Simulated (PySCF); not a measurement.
C4H8OSi, SMILES C=C/C=C/[SiH2]O.

Coordinates come from a ωB97X-D3(BJ)/def2-SVP optimisation. The structure was generated by enumeration; whether it is a known compound was not checked. The values are those of a single conformer.

Calculation: TDA-PBE0/def2-SVPD in PySCF.

Vertical excitations. 

Computed lowest excited states:
```tsv
state	energy (eV)	λ (nm)	f	main pairs
S1	5.86	212	0.879	HOMO→LUMO 73 %, HOMO→LUMO+1 17 %
S2	6.01	206	0.007	HOMO−1→LUMO 85 %
S3	6.17	201	0.301	HOMO→LUMO+1 74 %, HOMO→LUMO 17 %
S4	6.77	183	0.003	HOMO−2→LUMO 63 %, HOMO→LUMO+3 20 %
S5	6.88	180	0.001	HOMO→LUMO+2 84 %
S6	6.96	178	0.012	HOMO−3→LUMO 42 %, HOMO→LUMO+3 31 %, HOMO−4→LUMO 10 %, HOMO→LUMO+2 6 %
S7	7.11	174	0.009	HOMO→LUMO+4 71 %, HOMO→LUMO+5 11 %, HOMO→LUMO+3 11 %
S8	7.26	171	0.013	HOMO−4→LUMO 51 %, HOMO−1→LUMO+1 15 %, HOMO−2→LUMO 14 %
S9	7.28	170	0.008	HOMO→LUMO+5 67 %, HOMO→LUMO+4 13 %
S10	7.30	170	0.006	HOMO−1→LUMO+1 78 %
T1	3.07	404	0	HOMO→LUMO 95 %
T2	4.95	250	0	HOMO−3→LUMO 36 %, HOMO→LUMO+3 26 %, HOMO−2→LUMO 19 %
T3	5.52	225	0	HOMO−1→LUMO 84 %
T4	6.01	206	0	HOMO→LUMO+1 95 %
```
Triplets are in the Tamm–Dancoff approximation.
